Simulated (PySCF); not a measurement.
A PySCF script (with the pyscf-properties extension) for the NMR shieldings of `CC(=O)C[BH2-]F`, [C3H7BFO]-, on a GFN2-xTB geometry:

```python
import basis_set_exchange as bse
import numpy as np
from pyscf import gto, dft
from pyscf.prop import nmr

atoms = """
C     1.693552    0.162308    0.075085
C     0.587176   -0.880838    0.181377
O     0.734838   -1.860638    0.906799
C    -0.608774   -0.572654   -0.579834
B    -1.533708    0.597745    0.262933
F    -0.901793    1.872446    0.090339
H     2.131555    0.132500   -0.922861
H     2.471555   -0.026192    0.813885
H     1.259100    1.144968    0.231154
H    -1.238547   -1.450664   -0.713558
H    -0.378054   -0.113251   -1.538321
H    -2.623316    0.642768   -0.267433
H    -1.597971    0.351988    1.442708
"""
names = dict.fromkeys(["C", "O", "B", "F", "H"], "pcSseg-1")
basis = {el: gto.basis.parse(bse.get_basis(n, elements=[el], fmt="nwchem")) for el, n in names.items()}
mol = gto.M(atom=atoms, basis=basis, charge=-1, verbose=0)
mf = dft.RKS(mol, xc="PBE0")
mf.grids.level = 2
mf.grids.alignment = dft.numint.BLKSIZE   # the property module wants whole blocks of grid points
mf.conv_tol = 1e-9
mf.kernel()

calc = nmr.RKS(mf)   # GIAO
C = mf.mo_coeff
Co = C[:, mf.mo_occ > 0]
resp = mf.gen_response(singlet=True, hermi=2)
def vind(x):   # induced exchange potential for any number of trial vectors
    d = np.einsum("pi,xij,qj->xpq", C, 2 * x.reshape(-1, C.shape[1], Co.shape[1]), Co, optimize=True)
    return np.einsum("xpq,pi,qj->xij", resp(d - d.transpose(0, 2, 1)), C, Co, optimize=True).ravel()
mo1, _ = nmr.rhf.solve_mo1(calc, with_cphf=vind)
sigma = calc.kernel(mo1)
for i, s in enumerate(sigma):   # ppm
    w = np.linalg.eigvalsh((s + s.T) / 2)
    print("%2d %-2s iso %8.1f  s11 %8.1f  s22 %8.1f  s33 %8.1f" % (i, mol.atom_pure_symbol(i), w.mean(), *w))
```

Task: What are the results?

Result: 
```
 0 C  iso    154.0  s11    127.4  s22    143.4  s33    191.3
 1 C  iso    -29.9  s11   -135.4  s22    -58.1  s33    103.8
 2 O  iso   -235.1  s11   -683.5  s22   -323.3  s33    301.6
 3 C  iso    136.3  s11    103.0  s22    138.1  s33    167.9
 4 B  iso    104.6  s11     90.5  s22     95.5  s33    127.9
 5 F  iso    424.3  s11    345.7  s22    425.3  s33    501.9
 6 H  iso     30.2  s11     27.2  s22     29.7  s33     33.7
 7 H  iso     30.8  s11     28.1  s22     28.9  s33     35.5
 8 H  iso     28.6  s11     24.6  s22     28.7  s33     32.5
 9 H  iso     30.4  s11     27.3  s22     29.0  s33     34.7
10 H  iso     29.8  s11     27.2  s22     29.9  s33     32.5
11 H  iso     28.3  s11     24.8  s22     29.0  s33     31.0
12 H  iso     28.7  s11     25.4  s22     29.0  s33     31.6
```

These numbers come from an equivalent density-fitted implementation of the same equations, which agrees with the script to about 0.01 ppm for H and up to a few tenths of a ppm for heavy atoms, so last digits may differ.

Size and cost of the density-fitted run: 137 basis functions, 22 s wall time on 1 thread of an Arm Neoverse N1, shared host; peak memory 0.65 GiB.
